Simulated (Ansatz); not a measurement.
Ta(O)(OH)2(NH2) (H4NO3Ta), SMILES [NH2][Ta](=[O])([OH])[OH], multiplicity 1.

Geometry optimised at B3LYP-D3(BJ)/def2-SVP. The spin state was assumed, not searched. The def2 effective core potentials stand for the cores of Ta; spin–orbit coupling is left out. Other conformers were not sampled.

Two levels are set side by side: PBE/def2-SVPD (Ansatz, an electronic-structure program) and PBE0/def2-SVPD (Ansatz). Energy differences of separate SCF runs at the same geometry; the states with an electron removed or added have multiplicity 2 and 2. Differences are taken from unrounded values.

```tsv
quantity	PBE0	PBE	PBE minus PBE0
vertical ionisation energy (eV)	10.00	9.72	-0.27
vertical singlet–triplet gap (eV)	5.74	5.53	-0.21
```
